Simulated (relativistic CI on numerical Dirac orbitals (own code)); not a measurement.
# d1 to d9 in one octahedral field

Computed with a parametric ligand-field model without spin-orbit coupling, by exact diagonalisation: B = 460, C = 1980, 10Dq = 37500 cm⁻¹ (Oh; |10Dq|/B = 81.5) for every shell. Energies in cm⁻¹; the field energy is (0.6 n_e − 0.4 n_t2) × 10Dq of the ground term; g labels are left out. So small a B with so large a field is typical of 4d and 5d ions, where spin-orbit coupling, left out here, reaches 1,000 to 4,000 cm⁻¹.

```csv
Shell,Ground term,Electrons in e,Field energy,First spin-allowed bands,Lowest term of other spin
d1,2T2,0.000,-15000,2E 37500,
d2,3T1,0.004,-29837,"3T2 36302, 3T1 42004",1T2 6834
d3,4A2,0.000,-45000,"4T2 37500, 4T1 42793",2E 9711
d4,3T1,0.007,-59726,"3E 35457, 3T1 35950",1T2 6123
d5,2T2,0.015,-74456,"2A2 34703, 2T1 34867",4T1 27820
d6,1A1,0.012,-89567,"1T1 35907, 1T2 42765",3T1 31790
d7,2E,1.007,-67233,"2T1 35809, 2T2 36341",4T1 27873
d8,3A2,2.000,-45000,"3T2 37500, 3T1 42793",1E 7606
d9,2E,3.000,-22500,2T2 37500,
```

Low spin: d4, d5, d6, d7; the other shells keep the spin of the free ion. Only d4 to d7 can choose; the field needed to pair spins is smallest for d6 and largest for d5, which loses most exchange energy. In the strong-field picture 10Dq must exceed about 6B + 5C = 12660 (d4), 7.5B + 5C = 13350 (d5), 2.5B + 4C = 9070 (d6) and 4B + 4C = 9760 (d7); mixing of terms shifts these bounds somewhat.
